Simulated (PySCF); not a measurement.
F₆W, singlet, geometry from GFN2-xTB (such geometries of metal compounds can be far from the true shape) (core potentials on W), with bond 7-1 at 2.0 times its length; DF-M062X/def2-SV(P) (PySCF).

The PySCF input:
```python
from pyscf import gto, scf, dft

mol = gto.M(
    atom='''
W     0.00000000   -0.00000000   -0.00000000
F     1.10915424   -0.45499889   -1.39234928
F    -1.10915424    0.45499889    1.39234928
F    -1.16633876    0.78225540   -1.18474218
F    -0.88617967   -1.59904226   -0.18339327
F     0.88617967    1.59904226    0.18339327
F     2.33267752   -1.56451080    2.36948436
''',
    basis='def2-sv(p)',
    ecp={'W': 'def2-sv(p)'},
    verbose=4,
)

mf = dft.RKS(mol)
mf.xc = 'm062x'
mf.DIIS = scf.EDIIS
mf = mf.density_fit(auxbasis='def2-universal-jkfit')
mf.kernel()
```

What the program printed (banner, timings and long lists left out):

```
PySCF version 2.14.0

[INPUT] verbose = 4
[INPUT] num. atoms = 7
[INPUT] num. electrons = 68
[INPUT] charge = 0
[INPUT] spin (= nelec alpha-beta = 2S) = 0
[INPUT] symmetry False subgroup None
[INPUT] Mole.unit = angstrom
[INPUT] Symbol           X                Y                Z      unit          X                Y                Z       unit  Magmom
[...]
nuclear repulsion = 404.395374716095
number of shells = 47
number of NR pGTOs = 194
number of NR cGTOs = 109
basis = def2-sv(p)
ecp = {'W': 'def2-sv(p)'}

******** <class 'pyscf.df.df_jk.DFRKS'> ********
method = DFRKS
initial guess = minao
damping factor = 0
level_shift factor = 0
DIIS = <class 'pyscf.scf.diis.EDIIS'>
diis_start_cycle = 1
diis_space = 8
diis_damp = 0
SCF conv_tol = 1e-09
SCF conv_tol_grad = None
SCF max_cycles = 50
direct_scf = False
XC library pyscf.dft.libxc version 7.1.2
    S. Lehtola, C. Steigemann, M. J. T. Oliveira, and M. A. L. Marques,  SoftwareX 7, 1–5 (2018)
XC functionals = m062x
    Y. Zhao and D. G. Truhlar,  Theor. Chem. Acc. 120, 215 (2008)
    Y. Zhao and D. G. Truhlar,  Theor. Chem. Acc. 120, 215 (2008)
radial grids:
    Treutler-Ahlrichs [JCP 102, 346 (1995); DOI:10.1063/1.469408] (M4) radial grids

becke partition: Becke, JCP 88, 2547 (1988); DOI:10.1063/1.454033
pruning grids: <function nwchem_prune>
grids dens level: 3
symmetrized grids: False
atomic radii adjust function: <function treutler_atomic_radii_adjust>
small_rho_cutoff = 0
Set gradient conv threshold to 3.16228e-05
Initial guess from minao.
tot grids = 109880
******** <class 'pyscf.df.df.DF'> ********
auxbasis = def2-universal-jkfit
init E= -652.482528270922
[...]
cycle= 1 E= -664.531212452745  delta_E=  -12  |g|= 1.81  |ddm|= 7.29
[...]
cycle= 2 E= -648.95435284074  delta_E= 15.6  |g|= 4.75  |ddm|= 5.95
[...]
cycle= 3 E= -663.397880274822  delta_E= -14.4  |g|= 2.95  |ddm|= 6.24
[...]
cycle= 4 E= -663.672783584499  delta_E= -0.275  |g|= 2.67  |ddm|= 0.557
[...]
cycle= 5 E= -663.672783581747  delta_E= 2.75e-09  |g|= 2.67  |ddm|= 2.31e-09
[...]
cycle= 6 E= -663.672783585366  delta_E= -3.62e-09  |g|= 2.67  |ddm|= 3.03e-09
[...]
cycle= 7 E= -663.672783580949  delta_E= 4.42e-09  |g|= 2.67  |ddm|= 3.71e-09
[...]
cycle= 8 E= -663.672783584512  delta_E= -3.56e-09  |g|= 2.67  |ddm|= 2.99e-09
[...]
cycle= 9 E= -663.672783644776  delta_E= -6.03e-08  |g|= 2.67  |ddm|= 5.05e-08
[...]
cycle= 10 E= -663.672783607936  delta_E= 3.68e-08  |g|= 2.67  |ddm|= 3.09e-08
[...]
[...]
[...]
cycle= 21 E= -642.794976806565  delta_E= -7.2  |g|= 6.69  |ddm|= 10.8
[...]
cycle= 22 E= -660.438220160797  delta_E= -17.6  |g|= 4.79  |ddm|= 7.96
[...]
cycle= 23 E= -660.438220152957  delta_E= 7.84e-09  |g|= 4.79  |ddm|= 4.73e-08
[...]
cycle= 24 E= -660.438220158415  delta_E= -5.46e-09  |g|= 4.79  |ddm|= 3.29e-08
[...]
cycle= 25 E= -660.438220165588  delta_E= -7.17e-09  |g|= 4.79  |ddm|= 4.32e-08
[...]
cycle= 26 E= -660.438220165643  delta_E= -5.55e-11  |g|= 4.79  |ddm|= 3.46e-10
[...]
cycle= 27 E= -660.438220158366  delta_E= 7.28e-09  |g|= 4.79  |ddm|= 4.38e-08
[...]
cycle= 28 E= -660.438220159064  delta_E= -6.99e-10  |g|= 4.79  |ddm|= 4.16e-09
[...]
cycle= 29 E= -634.159578113476  delta_E= 26.3  |g|= 5.29  |ddm|= 8.36
[...]
cycle= 30 E= -640.534781389168  delta_E= -6.38  |g|= 7.57  |ddm|= 11.4
[...]
cycle= 31 E= -660.479514972969  delta_E= -19.9  |g|= 4.77  |ddm|= 8.13
[...]
cycle= 32 E= -660.479514972978  delta_E= -8.41e-12  |g|= 4.77  |ddm|= 3.03e-10
[...]
cycle= 33 E= -660.479514972978  delta_E= -6.82e-13  |g|= 4.77  |ddm|= 9.97e-12
[...]
cycle= 34 E= -660.479514972981  delta_E= -2.27e-12  |g|= 4.77  |ddm|= 1.47e-11
[...]
cycle= 35 E= -660.479514972981  delta_E= -6.82e-13  |g|= 4.77  |ddm|= 4.46e-12
[...]
cycle= 36 E= -660.479514972983  delta_E= -1.36e-12  |g|= 4.77  |ddm|= 1.2e-10
[...]
cycle= 37 E= -660.479514972966  delta_E= 1.68e-11  |g|= 4.77  |ddm|= 4.23e-10
[...]
cycle= 38 E= -633.874025143875  delta_E= 26.6  |g|= 5.41  |ddm|= 8.44
[...]
cycle= 39 E= -640.554628252459  delta_E= -6.68  |g|= 7.64  |ddm|= 11.4
[...]
cycle= 40 E= -660.459564658762  delta_E= -19.9  |g|= 4.78  |ddm|= 8.13
[...]
cycle= 41 E= -660.459564658526  delta_E= 2.36e-10  |g|= 4.78  |ddm|= 2.72e-09
[...]
cycle= 42 E= -660.459564658766  delta_E= -2.39e-10  |g|= 4.78  |ddm|= 2.75e-09
[...]
cycle= 43 E= -660.459564658537  delta_E= 2.29e-10  |g|= 4.78  |ddm|= 2.68e-09
[...]
cycle= 44 E= -660.459564658768  delta_E= -2.31e-10  |g|= 4.78  |ddm|= 2.69e-09
[...]
cycle= 45 E= -660.459564658482  delta_E= 2.86e-10  |g|= 4.78  |ddm|= 3.27e-09
[...]
cycle= 46 E= -660.459564658764  delta_E= -2.81e-10  |g|= 4.78  |ddm|= 3.24e-09
[...]
cycle= 47 E= -633.834249139469  delta_E= 26.6  |g|= 5.43  |ddm|= 8.45
[...]
cycle= 48 E= -640.583913113146  delta_E= -6.75  |g|= 7.66  |ddm|= 11.4
[...]
cycle= 49 E= -660.435753604205  delta_E= -19.9  |g|= 4.79  |ddm|= 8.14
[...]
cycle= 50 E= -660.435753603243  delta_E= 9.61e-10  |g|= 4.79  |ddm|= 8.74e-09
SCF not converged.
SCF energy = -660.435753603243
```

The run did not converge; its last values are not results.
